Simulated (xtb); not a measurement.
C2H4N, SMILES CC#[NH+], charge +1. All values are semi-empirical tight-binding results from xtb (GFN2-xTB unless named), good for trends rather than for accurate numbers. The structure is a stationary point at GFN2-xTB. The isomer is the one that the SMILES or the coordinates give; other isomers of the formula were not compared.

Task: Estimate the properties. (The exact figures need the calculation; the answer reports its results.)

Result: 
- point group as xtb finds it: C3v
- orbital gap: 6.11 eV
- zero-point energy: 33.3 kcal/mol
- G − E(el) at 298.15 K (modified RRHO): 18.7 kcal/mol
- static polarisability (D4 model): 28.2 bohr³
- solvation energy, GFN2-xTB/ALPB(water): -68.5 kcal/mol
- solvation energy, GFN2-xTB/ALPB(chcl3): -55.2 kcal/mol

Computed IR lines (harmonic; lines under 4 % of the strongest left out, lines within 3 cm⁻¹ merged):
ν (cm⁻¹): 510 (s), 938 (w), 1295 (m), 1327 (m), 2369 (s), 2955 (w), 2971 (w), 3504 (vs) (against the strongest line: vs over 80 %, s over 45 %, m over 15 %, w over 4 %, vw less)
